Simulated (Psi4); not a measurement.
Psi4 input (wB97X-D/6-311+G**):

```
memory 1500 MB

molecule {
0 1
C    -1.85426700    0.16959900    0.15915300
C    -0.42817500   -0.14043400   -0.20349900
O    -0.07230800   -0.83388000   -1.12113600
O     0.42913400    0.46702700    0.64298700
C     1.82311300    0.23895900    0.38704500
H    -2.52230600   -0.33652100   -0.53162400
H    -2.02171500    1.24668600    0.11879400
H    -2.05722800   -0.15398600    1.18076000
H     2.09238000    0.59834500   -0.60548000
H     2.35607600    0.79512600    1.15308000
H     2.05416200   -0.82357000    0.45347300
symmetry c1
no_reorient
no_com
}

set {
  basis 6-311+G**
  reference rks
  scf_type df
  df_basis_scf def2-universal-jkfit
  dft_radial_points 99
  dft_spherical_points 590
  e_convergence 1e-8
  d_convergence 1e-7
  maxiter 150
}

e = energy('wb97x-d')
print_out(f'\nFINAL {e:.10f} DIPOLE {variable("CURRENT DIPOLE")[0]:.6f} {variable("CURRENT DIPOLE")[1]:.6f} {variable("CURRENT DIPOLE")[2]:.6f}\n')
```

Output:

```
   => Loading Basis Set <=

    Name: 6-311+G**
    Role: ORBITAL
    Keyword: BASIS
    atoms 1-2, 5 entry C          line   129 file 6-311pgss.gbs
    atoms 3-4    entry O          line   171 file 6-311pgss.gbs
    atoms 6-11   entry H          line    42 file 6-311pgss.gbs

   => WB97X-D: Empirical Dispersion <=

    Chai and Head-Gordon Dispersion Correction
    Chai, J.-D.; Head-Gordon, M. (2010), J. Chem. Phys., 132: 6615-6620

        s6 =       1.000000

         ---------------------------------------------------------
                                   SCF
               by Justin Turney, Rob Parrish, Andy Simmonett
                          and Daniel G. A. Smith
                              RKS Reference
         ---------------------------------------------------------

  ==> Geometry <==

    Molecular point group: c1
    Full point group: C1

    Geometry (in Angstrom), charge = 0, multiplicity = 1:

       Center              X                  Y                   Z               Mass
    ------------   -----------------  -----------------  -----------------  -----------------
         C           -1.854267000000     0.169599000000     0.159153000000    12.000000000000
         C           -0.428175000000    -0.140434000000    -0.203499000000    12.000000000000
         O           -0.072308000000    -0.833880000000    -1.121136000000    15.994914619570
         O            0.429134000000     0.467027000000     0.642987000000    15.994914619570
         C            1.823113000000     0.238959000000     0.387045000000    12.000000000000
         H           -2.522306000000    -0.336521000000    -0.531624000000     1.007825032230
         H           -2.021715000000     1.246686000000     0.118794000000     1.007825032230
         H           -2.057228000000    -0.153986000000     1.180760000000     1.007825032230
         H            2.092380000000     0.598345000000    -0.605480000000     1.007825032230
         H            2.356076000000     0.795126000000     1.153080000000     1.007825032230
         H            2.054162000000    -0.823570000000     0.453473000000     1.007825032230

  Running in c1 symmetry.

  Rotational constants: A =      0.34197  B =      0.13877  C =      0.10249 [cm^-1]
  Rotational constants: A =  10252.05218  B =   4160.27469  C =   3072.43101 [MHz]
  Nuclear repulsion =  181.653720527350373

  Charge       = 0
  Multiplicity = 1
  Electrons    = 40
  Nalpha       = 20
  Nbeta        = 20

  ==> Algorithm <==

  SCF Algorithm Type is DF.
  DIIS enabled.
  MOM disabled.
  Fractional occupation disabled.
  Guess Type is SAD.
  Energy threshold   = 1.00e-08
  Density threshold  = 1.00e-07
  Integral threshold = 1.00e-12

  ==> Primary Basis <==

  Basis Set: 6-311+G**
    Blend: 6-311+G**
    Number of shells: 74
    Number of basis functions: 146
    Number of Cartesian functions: 151
    Spherical Harmonics?: true
    Max angular momentum: 2

  ==> DFT Potential <==

   => LibXC <=

    Version 7.1.2
    S. Lehtola, C. Steigemann, M. J. T. Oliveira, and M. A. L. Marques,  SoftwareX 7, 1–5 (2018) (10.1016/j.softx.2017.11.002)

   => Composite Functional: WB97X-D <=

    wB97X-D Hyb-GGA Exchange-Correlation Functional

    J.-D. Chai and M. Head-Gordon,  Phys. Chem. Chem. Phys. 10, 6615–6620 (2008) (10.1039/B810189B)

    Deriv               =              1
    GGA                 =           TRUE
    Meta                =          FALSE

    Exchange Hybrid     =           TRUE
    MP2 Hybrid          =          FALSE

   => Exchange-Correlation Functionals <=

    1.0000   wB97X-D range-separated functional

   => Exact (HF) Exchange <=

    0.7780            HF,LR [omega = 0.2000]
    0.2220               HF

   => LibXC Density Thresholds  <==

    XC_HYB_GGA_XC_WB97X_D:  1.00E-14

   => Molecular Quadrature <=

    Radial Scheme          =       TREUTLER
    Pruning Scheme         =           NONE
    Nuclear Scheme         =       TREUTLER

    Blocking Scheme        =         OCTREE
    BS radius alpha        =              1
    Pruning alpha          =              1
    Radial Points          =             99
    Spherical Points       =            590
    Total Points           =         610002
    Total Blocks           =           4294
    Max Points             =            256
    Max Functions          =            146
    Weights Tolerance      =       1.00E-15

   => Loading Basis Set <=

    Name: DEF2-UNIVERSAL-JKFIT
    Role: JKFIT
    Keyword: DF_BASIS_SCF
    atoms 1-2, 5 entry C          line   198 file def2-universal-jkfit.gbs
    atoms 3-4    entry O          line   318 file def2-universal-jkfit.gbs
    atoms 6-11   entry H          line    18 file def2-universal-jkfit.gbs

  ==> Integral Setup <==

  SCF_SUBTYPE=INCORE selected. In-core MEM_DF algorithm will be used.
  Using in-core AOs.

  ==> MemDFJK: Density-Fitted J/K Matrices <==

    J tasked:                   Yes
    K tasked:                   Yes
    wK tasked:                  Yes
    Omega:                2.000E-01
    Algorithm:                 Core
    Schwarz Cutoff:           1E-12
    Mask sparsity (%):       2.3363
    Fitting Condition:        1E-10

   => Auxiliary Basis Set <=

  Basis Set: DEF2-UNIVERSAL-JKFIT
    Blend: DEF2-UNIVERSAL-JKFIT
    Number of shells: 161
    Number of basis functions: 487
    Number of Cartesian functions: 573
    Spherical Harmonics?: true
    Max angular momentum: 4

  Cached 33.3% of DFT collocation blocks in 0.643 [GiB].

  Minimum eigenvalue in the overlap matrix is 4.9791702319E-05.
  Reciprocal condition number of the overlap matrix is 5.2473987781E-06.
    Using symmetric orthogonalization.

  ==> Pre-Iterations <==

  SCF Guess: Superposition of Atomic Densities via on-the-fly atomic UHF (no occupation information).

   -------------------------
    Irrep   Nso     Nmo
   -------------------------
     A        146     146
   -------------------------
    Total     146     146
   -------------------------

  ==> Iterations <==

                           Total Energy        Delta E     RMS |[F,P]|

   @DF-RKS iter SAD:  -267.54901648354775   -2.67549e+02   0.00000e+00
   @DF-RKS iter   1:  -268.12086284329712   -5.71846e-01   5.42574e-03 ADIIS/DIIS
   @DF-RKS iter   2:  -268.17828190418692   -5.74191e-02   5.22226e-03 ADIIS/DIIS
   @DF-RKS iter   3:  -268.37213354720365   -1.93852e-01   1.11656e-03 ADIIS/DIIS
   @DF-RKS iter   4:  -268.38158367686538   -9.45013e-03   2.54552e-04 ADIIS/DIIS
   @DF-RKS iter   5:  -268.38203291804621   -4.49241e-04   1.28434e-04 ADIIS/DIIS
   @DF-RKS iter   6:  -268.38215742686305   -1.24509e-04   2.20983e-05 DIIS
   @DF-RKS iter   7:  -268.38216270647388   -5.27961e-06   4.45987e-06 DIIS
   @DF-RKS iter   8:  -268.38216302510040   -3.18627e-07   1.72564e-06 DIIS
   @DF-RKS iter   9:  -268.38216307181614   -4.67157e-08   3.74392e-07 DIIS
   @DF-RKS iter  10:  -268.38216307523078   -3.41464e-09   9.35585e-08 DIIS
  Energy and wave function converged.

  ==> Post-Iterations <==

   Electrons on quadrature grid:
      Ntotal   =   40.0000001712 ; deviation = 1.712e-07

    Orbital Energies [Eh]
    ---------------------

    Doubly Occupied:

       1A    -19.297359     2A    -19.237695     3A    -10.420079
       4A    -10.338865     5A    -10.294691     6A     -1.216417
       7A     -1.126433     8A     -0.874287     9A     -0.804791
      10A     -0.664773    11A     -0.594715    12A     -0.585677
      13A     -0.573530    14A     -0.523017    15A     -0.512354
      16A     -0.490670    17A     -0.460501    18A     -0.449231
      19A     -0.395566    20A     -0.367147

    Virtual:

      21A      0.064792    22A      0.075480    23A      0.077774
      24A      0.096754    25A      0.097904    26A      0.106672
      27A      0.118929    28A      0.124415    29A      0.145010
      30A      0.154466    31A      0.162815    32A      0.185947
      33A      0.207572    34A      0.223852    35A      0.224364
      36A      0.230371    37A      0.245915    38A      0.258760
      39A      0.274901    40A      0.292943    41A      0.307452
      42A      0.325535    43A      0.331272    44A      0.346982
      45A      0.357194    46A      0.379242    47A      0.396895
      48A      0.400969    49A      0.422455    50A      0.437362
      51A      0.492168    52A      0.505323    53A      0.532207
      54A      0.546382    55A      0.553615    56A      0.623570
      57A      0.638480    58A      0.661335    59A      0.668097
      60A      0.686432    61A      0.701530    62A      0.717991
      63A      0.763077    64A      0.770065    65A      0.796601
      66A      0.824154    67A      0.937259    68A      0.949848
      69A      1.042770    70A      1.046987    71A      1.096794
      72A      1.127228    73A      1.181398    74A      1.243738
      75A      1.249273    76A      1.276079    77A      1.312984
      78A      1.353169    79A      1.405887    80A      1.414467
      81A      1.518951    82A      1.521940    83A      1.530472
      84A      1.546256    85A      1.609629    86A      1.624142
      87A      1.640407    88A      1.641723    89A      1.704667
      90A      1.719826    91A      1.755171    92A      1.778100
      93A      1.833236    94A      1.856651    95A      1.891107
      96A      1.938720    97A      1.981939    98A      2.101681
      99A      2.133748   100A      2.176108   101A      2.191616
     102A      2.264765   103A      2.299975   104A      2.419928
     105A      2.512694   106A      2.536709   107A      2.564614
     108A      2.575430   109A      2.596052   110A      2.600381
     111A      2.631466   112A      2.659223   113A      2.686815
     114A      2.703834   115A      2.776669   116A      2.903750
     117A      2.957444   118A      2.958102   119A      2.972602
     120A      3.085538   121A      3.126274   122A      3.160641
     123A      3.283391   124A      3.296552   125A      3.299963
     126A      3.460727   127A      3.659892   128A      3.727981
     129A      3.869602   130A      3.887631   131A      3.915998
     132A      3.965856   133A      4.110602   134A      4.198531
     135A      4.285428   136A      5.075112   137A      5.156484
     138A      5.301663   139A      5.435283   140A      5.723725
     141A      5.944967   142A     23.955989   143A     24.034530
     144A     24.083993   145A     50.018151   146A     50.136279

    Final Occupation by Irrep:
              A
    DOCC [    20 ]
    NA   [    20 ]
    NB   [    20 ]

  @DF-RKS Final Energy:  -268.38216307523078

   => Energetics <=

    Nuclear Repulsion Energy =            181.6537205273503730
    One-Electron Energy =                -724.8557180610828254
    Two-Electron Energy =                 299.5030992865826533
    DFT Exchange-Correlation Energy =     -24.6802015145409328
    Empirical Dispersion Energy =          -0.0030633135400302
    VV10 Nonlocal Energy =                  0.0000000000000000
    Total Energy =                       -268.3821630752307783

Computation Completed

Properties will be evaluated at   0.000000,   0.000000,   0.000000 [a0]

Properties computed using the SCF density matrix

 Multipole Moments:

 ------------------------------------------------------------------------------------
     Multipole            Electronic (a.u.)      Nuclear  (a.u.)        Total (a.u.)
 ------------------------------------------------------------------------------------

 L = 1.  Multiply by 2.5417464519 to convert [e a0] to [Debye]
 Dipole X            :          0.0251765            0.0000057            0.0251822
 Dipole Y            :          0.4471510           -0.0000000            0.4471510
 Dipole Z            :          0.5994720            0.0000094            0.5994814
 Magnitude           :                                                    0.7483021

 ------------------------------------------------------------------------------------

FINAL -268.3821630752 DIPOLE 0.025182 0.447151 0.599481

*** Psi4 exiting successfully. Buy a developer a beer!
```

The geometry given is a B3LYP-D3(BJ)/def2-TZVP minimum.
